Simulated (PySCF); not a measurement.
**ORD: `InChI=1S/C4H4FNS/c5-4-3(1-6)2-7-4/h3-4H,2H2/t3-,4-/m1/s1`**

Geometry:
```tsv
atom	x (Å)	y (Å)	z (Å)
N1	-0.479	2.403	1.308
C2	-0.213	1.343	0.976
C3	0.114	0.019	0.514
C4	1.133	-0.023	-0.637
S5	0.071	-1.120	-1.655
C6	-1.023	-0.685	-0.247
F7	-1.534	-1.749	0.420
H8	0.425	-0.597	1.364
H9	2.091	-0.474	-0.393
H10	1.282	0.938	-1.126
H11	-1.862	-0.053	-0.551
```

Method used: PySCF 2.14.0, TDDFT PBE0/def2-SVPD circular dichroism and optical rotation, one conformer, gas phase. Geometry: GFN2-xTB.

Stereocentres: C3 R, C6 R.

(1) Give the optical rotatory dispersion at 633, 589.3, 546, 436, 405, 365, 355 nm.

(2) And for the mirror image at 589.3 nm?

(3) What is the molar rotation [Φ] = [α]·M/100 of the geometry above at 589.3 nm?

Results:

(1) [α] in deg dm⁻¹ (g/mL)⁻¹:
| λ (nm) | origin-invariant length gauge | modified velocity gauge | length gauge (centre of mass) | isotropic polarisability (au) |
| --- | --- | --- | --- | --- |
| 633 | -46.1 | -45.1 | -45.9 | 69.7 |
| 589.3 | -52.7 | -51.7 | -52.4 | 70.0 |
| 546 | -60.6 | -59.7 | -60.2 | 70.3 |
| 436 | -88.0 | -89.0 | -87.5 | 71.6 |
| 405 | -97.2 | -100.1 | -96.6 | 72.2 |
| 365 | -107.1 | -116.0 | -106.3 | 73.2 |
| 355 | -108.4 | -120.2 | -107.5 | 73.5 |

(2) +52.7 deg dm⁻¹ (g/mL)⁻¹ (origin-invariant length gauge): the same size and the opposite sign.

(3) With M = 117.14 g/mol, -61.7 deg cm² dmol⁻¹ (origin-invariant length gauge).

The first excitation lies at 4.66 eV (266 nm) with R = -0.7 × 10⁻⁴⁰ esu² cm² (velocity form).
